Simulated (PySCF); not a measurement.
C4H8Au2S2, SMILES [S]([Au])CCCC[S][Au], multiplicity 1.

The structure is a stationary point at PBE-D3(BJ)/def2-SVP. The spin state was assumed, not searched. The def2 effective core potentials stand for the cores of Au; spin–orbit coupling is left out. One conformer was computed; it need not be the lowest.

Two levels are set side by side: TDDFT-PBE/def2-SVP (PySCF) and TDDFT-PBE0/def2-SVP (PySCF). Vertical, same geometry. The lowest singlet is HOMO→LUMO 74 %, HOMO−1→LUMO+1 26 % with PBE and HOMO−1→LUMO 56 %, HOMO→LUMO+1 44 % with the other functional; states are paired by order. Differences are taken from unrounded values.

```json
[
 {"quantity": "lowest singlet excitation (eV)", "TDDFT-PBE": "1.40"},
 {"quantity": "lowest triplet excitation (TDA) (eV)", "TDDFT-PBE": "1.14"},
 {"quantity": "first bright state (f over 0.05) (eV)", "TDDFT-PBE": "3.16"},
 {"quantity": "its oscillator strength", "TDDFT-PBE": "0.22"}
]
```

Q: These are the TDDFT-PBE values. What does TDDFT-PBE0 give? (An estimate is asked for; the answer gives what the named calculation found.)

A: 
```json
[
 {"quantity": "lowest singlet excitation (eV)", "TDDFT-PBE0": "1.96", "TDDFT-PBE minus TDDFT-PBE0": "-0.56"},
 {"quantity": "lowest triplet excitation (TDA) (eV)", "TDDFT-PBE0": "1.45", "TDDFT-PBE minus TDDFT-PBE0": "-0.31"},
 {"quantity": "first bright state (f over 0.05) (eV)", "TDDFT-PBE0": "3.30", "TDDFT-PBE minus TDDFT-PBE0": "-0.14"},
 {"quantity": "its oscillator strength", "TDDFT-PBE0": "0.26", "TDDFT-PBE minus TDDFT-PBE0": "-0.03"}
]
```

A lower first singlet is the usual sign of a functional without exact exchange. Differences between two approximate levels are no errors against the true value.

Rough cost on one machine, each run with all the roots and properties that it gave: TDDFT-PBE0 against TDDFT-PBE about 4 times.
